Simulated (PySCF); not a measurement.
AsH4In. Atoms are numbered in the order given.

```xyz
6

In     1.0362     0.0027     0.0000
As    -1.5537    -0.0618     0.0000
H     -1.6233     0.9843     1.1017
H     -1.6233     0.9843    -1.1017
H      1.8726    -0.0294     1.5072
H      1.8726    -0.0294    -1.5072
```
Charge 0, spin multiplicity 1.

Coordinates come from a r2SCAN-D4/def2-TZVP optimisation. The def2 effective core potentials stand for the cores of In; spin–orbit coupling is left out.

Calculation: B3LYP/def2-TZVPD in PySCF.

Symmetry labels are those of the subgroup Cs that the program uses (full group Cs).

Computed valence orbital energies around the gap with their symmetry:
| orbital | symmetry | energy (eV) |
|---|---|---|
| HOMO−7 | A" | -20.83 |
| HOMO−6 | A' | -20.81 |
| HOMO−5 | A' | -16.87 |
| HOMO−4 | A' | -11.49 |
| HOMO−3 | A" | -10.11 |
| HOMO−2 | A' | -8.37 |
| HOMO−1 | A" | -8.08 |
| HOMO | A' | -6.76 |
| LUMO | A' | -2.12 |
| LUMO+1 | A' | -0.74 |
| LUMO+2 | A' | -0.33 |
| LUMO+3 | A" | -0.01 |
